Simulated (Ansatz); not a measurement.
Species: C2H6F2Ge (charge 0, singlet). 
Structure (B3LYP-D3(BJ)/def2-TZVP (Ansatz, a program for electronic structure) minimum search):
```
Ge
F 1 1.7484
F 1 1.7484 2 103.71
C 1 1.9382 2 107.58 3 -113.79
H 4 1.0888 1 108.93 2 55.58
H 4 1.0895 5 109.25 1 -120.24
H 4 1.0895 5 109.25 6 -119.52
C 1 1.9382 2 107.58 3 113.79
H 8 1.0888 1 108.93 2 -55.58
H 8 1.0895 9 109.25 1 120.24
H 8 1.0895 9 109.25 10 119.52
```
Charge 0, spin multiplicity 1.

Basis-set convergence of Hartree-Fock and MP2 correlation energies (hartree) with Ansatz. Correlated levels leave the core frozen unless marked. Spin-orbit coupling is left out. The frozen core is the preceding noble-gas configuration, with the filled d and f shells of earlier blocks. Non-relativistic.

```csv
basis,functions,E(HF),"E(corr, MP2)"
aug-cc-pVDZ,182,-2353.58464,-0.81712
aug-cc-pVTZ,381,-2353.73633,-1.00360
aug-cc-pVQZ,689,-2353.75955,-1.07009
```

Extrapolating the two largest sets (X = 3 and 4) as X^-3: E(corr) = (64·(-1.07009) - 27·(-1.00360))/37 = -1.1186 Eh, an estimate of the basis-set limit. The largest set recovers 95.7 % of it, the smallest 73.0 %.
